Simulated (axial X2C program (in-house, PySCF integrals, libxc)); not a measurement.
**Spin–orbit effects along a row: molecules with Li, HF**

Computed with an in-house relativistic program for diatomic molecules, spin-free (one-electron X2C) or two-component (2c: spin–orbit coupling with atomic mean-field Coulomb and Gaunt terms, which also bring small scalar terms), in Dyall basis sets with cores contracted in-house; open shells are unrestricted.

Basis sets: B dyall-v3z, Be dyall-cv3z, C dyall-v3z, F dyall-av3z, Li dyall-cv3z, O dyall-av3z.

```json
{"molecule": "LiBe", "spin-free state": "M_S = 1/2, Λ = 0", "Re (Å)": "2.727", "ωe (cm⁻¹)": "250.1", "De (eV)": "0.16", "2c state": "Ω = 1/2", "Re 2c (Å)": "2.727", "ωe 2c (cm⁻¹)": "250.0", "De 2c (eV)": "0.16"}
{"molecule": "LiB", "spin-free state": "M_S = 1, Λ = 1", "Re (Å)": "2.135", "ωe (cm⁻¹)": "568.0", "De (eV)": "0.72", "2c state": "Ω = 2", "Re 2c (Å)": "2.135", "ωe 2c (cm⁻¹)": "568.0", "De 2c (eV)": "0.72"}
{"molecule": "LiC", "spin-free state": "?", "Re (Å)": "?", "ωe (cm⁻¹)": "?", "De (eV)": "?", "2c state": "?", "Re 2c (Å)": "?", "ωe 2c (cm⁻¹)": "?", "De 2c (eV)": "?"}
{"molecule": "LiO", "spin-free state": "M_S = 1/2, Λ = 1", "Re (Å)": "1.676", "ωe (cm⁻¹)": "848.4", "De (eV)": "1.70", "2c state": "Ω = 3/2", "Re 2c (Å)": "1.676", "ωe 2c (cm⁻¹)": "848.2", "De 2c (eV)": "1.71"}
{"molecule": "LiF", "spin-free state": "M_S = 0, Λ = 0", "Re (Å)": "1.554", "ωe (cm⁻¹)": "941.3", "De (eV)": "3.91", "2c state": "Ω = 0", "Re 2c (Å)": "1.554", "ωe 2c (cm⁻¹)": "941.1", "De 2c (eV)": "3.89"}
```

(1) Estimate the 2c Re and ωe of LiC as the mean of its neighbours in the table.

Each entry is the lowest single determinant of a limited PBE0 search at one distance. De goes to single-determinant-based atoms at the same level (for ions the charge split of lowest energy) and is withheld (n/a) where an atom does not fit its ground term or J level. Main or longest-lived isotopes. One determinant is a doubtful description, or other states lie close, for LiBe, LiB, LiC, LiO; these need not be ground states, and all values refer to the states named. Some open-shell Ω = 0 determinants are out of reach, so the Ω given for LiB need not be the lowest component. With several unpaired electrons the Ω given is that of one determinant, not necessarily of the lowest component. Some light 2c atoms are not at their ground J level, so De misses part of their lowering (0.04 eV or less).

Results:

(1) Re ≈ 1.905 Å, ωe ≈ 708.1 cm⁻¹. The HF runs give the row below, so the estimate misses by 0.024 Å and -7.2 cm⁻¹.

| molecule | spin-free state | Re (Å) | ωe (cm⁻¹) | De (eV) | 2c state | Re 2c (Å) | ωe 2c (cm⁻¹) | De 2c (eV) |
| --- | --- | --- | --- | --- | --- | --- | --- | --- |
| LiC | M_S = 3/2, Λ = 0 | 1.881 | 715.4 | 1.95 | Ω = 3/2 | 1.881 | 715.3 | 1.95 |
